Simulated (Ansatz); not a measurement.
## Pulling the pair apart

The pair of F⁻ (SMILES [F-], atom 1) and SO$_{2}$ (SMILES O=S=O, atoms 2–4), both closed shells, in one local arrangement (a lower one may exist), relaxed at PBE0-D4/def2-TZVPD:

F1  (0.076, -0.027, -1.484)
O2  (-0.408, 1.197, 0.604)
S3  (-0.402, -0.205, 0.178)
O4  (0.735, -0.965, 0.702)
(Å)

SO$_{2}$ is shifted rigidly along the line between the mean atom positions of the two fragments (negative: closer). Counterpoise interaction energies in kJ/mol. Ansatz 0.2.0; basis: def2-TZVPPD; cores frozen in the correlated methods.

```
shift (Å)  wB97M-V      HF  PBE0-D4
    -0.17   -220.8  -266.5   -231.7
    -0.09   -238.2  -271.4   -248.8
     0.00   -242.9  -264.6   -253.2
     0.09   -239.8  -251.7   -250.1
     0.21   -228.0  -229.4   -238.5
     0.43   -196.4  -187.9   -207.1
     0.87   -135.3  -126.9   -145.4
     1.74    -62.4   -62.9    -71.2
```

Task: What does CCSD(T) give at these shifts? (To be estimated.)

Result: Computed: -187.5, -206.7, -213.1, -211.7, -202.4, -175.3, -121.1, -57.0 kJ/mol. For zero shift, CCSD(T) at an estimated basis limit (MP2 extrapolated from triple and quadruple zeta, plus CCSD(T) − MP2 in triple zeta) gives -231.8 kJ/mol. These are counterpoise interaction energies, counted from the two frozen fragments.

The T1 diagnostic stays at or below 0.024. The restricted Hartree–Fock reference is unstable towards an unrestricted one here.

For scale, one of the runs: CCSD(T)/def2-TZVPPD, 171 basis functions, launched by `ansatz run in.yaml --threads 2 --pin off --events-out ev --progress --plain --max-ram 5222MiB`. The run took 23 s on 2 CPU threads of an Arm Neoverse V1 (shared host), with 1.1 GiB of host memory at its peak.
